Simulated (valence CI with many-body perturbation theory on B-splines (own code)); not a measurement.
# Bi XIII: magnetic and hyperfine properties of the levels

Method: valence CI with perturbative core correlation (CI+MBPT): three valence electrons over a frozen Dirac-Fock core [Xe] 4f14, a basis of 7 s, 7 p, 8 d, 6 f, 4 g, 1 h functions for each j, with the one-electron correlation potential Σ1, the two-electron term Σ2, the three-electron term Σ3, Breit, model QED; selected CI, second order for the rest, scaled by the run's own slope (own B-spline code, finite nucleus).

No measured levels were compared; by estimate terms of the open shell hold to 2 to 4 % of their energy, and close levels can change places. Excitations out of the core, of the other parity, are not computed and may begin above about 53.5 eV (a cautious bound); beyond it only levels of the ground parity were kept, without lifetimes.

A/g_I is the dipole constant over the nuclear g factor μ/I (μ in nuclear magnetons, uniformly magnetised nucleus), B/Q the quadrupole constant per barn. Both hold the static response of the core; the bare values leave it out. Large factors of s and p1/2 electrons are usually good to 5 to 10 %; those of open d and f shells near neutrality can be off by tens of per cent, and small factors of p3/2, d and f electrons come from cancelling terms and can be off by a factor of two or in sign, in half-filled shells by more. B is blank for J = 1/2, where it vanishes, and for nearly pure S terms. Energies count from the lowest level.

Levels are named by their leading jj configuration (3d3/2^4 stands for four electrons in 3d with j = 3/2), which in mixed levels can hold well under half, so a name can repeat and another be missing. Letters in brackets count levels of one name in rising energy.

```
                     Level  E (eV)      g  A/g_I (MHz)  A/g_I bare  B/Q (MHz/b)  B/Q bare
           (5d3/2^3) J=3/2    0.00  0.600         6620        5490        -3230     -2890
 (5d3/2^2 5d5/2) J=5/2 [a]    2.98  1.046         2850        3070        -1920     -1750
     (5d3/2^2 5d5/2) J=3/2    4.20  1.285         1330        2440        -1360     -1220
     (5d3/2^2 5d5/2) J=7/2    4.37  1.109         2620        3110          234       112
     (5d3/2^2 5d5/2) J=9/2    4.76  1.094         2890        3370         3210      2710
     (5d3/2^2 5d5/2) J=1/2    4.88  1.959        -5540       -2680                       
 (5d3/2^2 5d5/2) J=5/2 [b]    7.47  1.460         -290        1310         4390      3810
 (5d3/2 5d5/2^2) J=7/2 [a]    7.67  1.043         2630        2790          608       553
     (5d3/2 5d5/2^2) J=9/2    8.14  1.134         2130        2640         1610      1360
 (5d3/2 5d5/2^2) J=3/2 [a]    8.95  1.160         2200        2860        -3850     -3410
     (5d3/2 5d5/2^2) J=1/2    9.33  1.375        -1710        -896                       
    (5d3/2 5d5/2^2) J=11/2    9.75  1.090         2570        2960         8240      7300
 (5d3/2 5d5/2^2) J=5/2 [a]   10.22  1.146         1330        1700         5070      4520
 (5d3/2 5d5/2^2) J=5/2 [b]   10.74  1.072         2680        2990         -843      -772
 (5d3/2 5d5/2^2) J=7/2 [b]   11.23  1.115         2500        3000         1890      1710
           (5d5/2^3) J=9/2   12.59  1.123         1840        2220         1410      1280
           (5d5/2^3) J=3/2   13.02  1.137         2620        3270         2090      1870
 (5d3/2 5d5/2^2) J=3/2 [b]   15.62  0.880         4210        3910         3430      3060
           (5d5/2^3) J=5/2   16.74  1.159         1670        2200         1500      1370
        (5d3/2^2 6s) J=3/2   51.96  0.469       -23900      -22200          545       498
        (5d3/2^2 6s) J=5/2   52.54  1.023        33400       31000          398       364
        (5d3/2^2 6s) J=1/2   55.43  2.315       144000      135000                       
(5d3/2 5d5/2 6s) J=7/2 [a]   55.97  1.225        22800       21500         1620      1370
(5d3/2 5d5/2 6s) J=5/2 [a]   56.52  0.989       -13100      -11600         1430      1220
(5d3/2 5d5/2 6s) J=3/2 [a]   57.74  1.522        17700       17200         2910      2530
(5d3/2 5d5/2 6s) J=5/2 [b]   57.78  1.315        28900       27200        -2060     -1900
    (5d3/2 5d5/2 6s) J=9/2   57.81  1.247        19500       18700         6200      5430
(5d3/2 5d5/2 6s) J=3/2 [b]   58.54  1.141         3990        4220        -2310     -2080
(5d3/2 5d5/2 6s) J=7/2 [b]   58.62  0.998       -12500      -10900         7200      6390
    (5d3/2 5d5/2 6s) J=1/2   59.10  1.054       -43000      -39200                       
        (5d5/2^2 6s) J=9/2   61.39  1.196        19300       18200         7380      6580
        (5d5/2^2 6s) J=7/2   62.08  1.044       -14600      -13000         5380      4780
        (5d5/2^2 6s) J=5/2   62.31  1.356        32300       30400        -2850     -2500
        (5d5/2^2 6s) J=3/2   63.06  1.131       -28400      -25200        -2520     -2260
        (5d5/2^2 6s) J=1/2   66.75  1.967       155000      143000                       
     (5d3/2^2 6d3/2) J=5/2  104.93  0.754         4700        4170        -73.4     -13.8
     (5d3/2^2 6d3/2) J=7/2  105.05  0.764         4360        3970         2420      1840
     (5d3/2^2 6d3/2) J=1/2  105.14  0.623        10100        9330                       
     (5d3/2^2 6d3/2) J=3/2  106.88  0.793         5270        4740         1170      1220
     (5d3/2^2 6d5/2) J=5/2  106.98  0.995         2820        2430        -1510     -1410
```

Task: Take the isotope of mass number 209, with I = 9/2, μ = 4.092 μN, leaving out the quadrupole term. What is the hyperfine structure of (5d3/2^2 5d5/2) J=7/2?

Result: From the table A = 2380 MHz. Shifts from the centre of gravity in MHz: F = 1: -45800, F = 2: -41100, F = 3: -33900, F = 4: -24400, F = 5: -12500, F = 6: 1780, F = 7: 18400, F = 8: 37500.
